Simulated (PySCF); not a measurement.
Homolysis of single bonds, series Sn SiH3-H. All species are isolated molecules in the gas phase. Strings in code marks are SMILES.

Level of theory: r2SCAN-D4/def2-TZVP // r2SCAN-D4/def2-SVP in PySCF. 

```csv
species,dipole moment (D)
whole molecule (`[SiH3][SnH]([SiH3])[SiH3]`),0.02
radical fragment (`[SiH3][SnH][SiH3]`),0.23
whole molecule (`[SiH3][SnH2][SiH3]`),0.15
radical fragment (`[SnH2][SiH3]`),0.36
```
